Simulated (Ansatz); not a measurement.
Results of the Gaussian-basis code of Ansatz.

BH$_{9}$Si$_{3}$ (`[SiH3]B([SiH3])[SiH3]`) at its PBE0-D4/def2-TZVP geometry, where that method's forces vanish. Total charge 0; spin multiplicity 1.

```csv
atom,x (Å),y (Å),z (Å)
Si1,-1.8606,-0.6160,-0.4572
B2,0.0093,-0.0407,-0.0453
Si3,1.3253,-1.2635,0.8328
Si4,0.5476,1.8472,-0.4237
H5,-2.4873,0.1579,-1.5647
H6,-2.0222,-2.0686,-0.7385
H7,-2.6093,-0.3002,0.7989
H8,2.7442,-0.9009,0.5620
H9,1.0750,-1.0575,2.2933
H10,1.1365,-2.7087,0.5311
H11,1.6241,2.3708,0.4616
H12,1.0968,1.7598,-1.8133
H13,-0.5793,2.8204,-0.4370
```

For each bond, give half the difference of the two atoms' forces along it (eV/Å; positive pushes the atoms apart) under PBE-D4, r2SCAN-D4, B3LYP-D4, ωB97M-V in def2-TZVPP. (An estimate is asked.)

The calculation gave: 
```tsv
bond	length (Å)	PBE-D4	r2SCAN-D4	B3LYP-D4	ωB97M-V
Si1–B2	1.999	-0.08	-0.01	0.05	0.08
Si1–H5	1.489	0.10	-0.01	-0.06	-0.11
Si1–H6	1.488	0.09	-0.02	-0.06	-0.11
Si1–H7	1.496	0.14	0.01	-0.07	-0.13
B2–Si3	2.000	-0.08	-0.01	0.05	0.08
B2–Si4	1.999	-0.09	-0.01	0.05	0.07
Si3–H8	1.489	0.10	-0.01	-0.06	-0.11
Si3–H9	1.496	0.14	0.01	-0.07	-0.13
Si3–H10	1.488	0.09	-0.02	-0.06	-0.11
Si4–H11	1.489	0.10	-0.01	-0.06	-0.11
Si4–H12	1.497	0.14	0.01	-0.07	-0.13
Si4–H13	1.489	0.10	-0.02	-0.06	-0.11
```

B3LYP here is the variant with VWN-RPA as its local correlation; programs differ in this.
